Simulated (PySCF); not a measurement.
**Selenium: a sound run and one with changed settings**

Sound run: Se⁺ [Ar] 3d10 4s2 4p3, Se²⁺ [Ar] 3d10 4s2 4p2. Computed with PySCF 2.14 in 6-31G*, with the non-relativistic Hamiltonian (point nucleus). In the sound run the correlated levels freeze [Ar] 3d10. The sound run starts from symmetry-adapted Hartree-Fock orbitals and uses a fine grid where one is needed.

Changed run: all electrons correlated in a basis built for the valence shell.

```tsv
species	method	sound run (hartree)	changed run (hartree)	converged
Se⁺	MP2	-2399.26649	-2399.43972	yes
Se²⁺	MP2	-2398.48662	-2398.65896	yes
```

Ionisation energy of Se⁺:

```csv
method,sound run (eV),changed run (eV)
UHF,20.889,20.889
MP2,21.221,21.246
SCS-MP2,21.103,21.114
```

A valence basis has no tight correlating functions, so it recovers only part of the core correlation, and not evenly between atom and ion.

For comparison, NIST gives 21.196 ± 0.01 eV between the lowest levels.
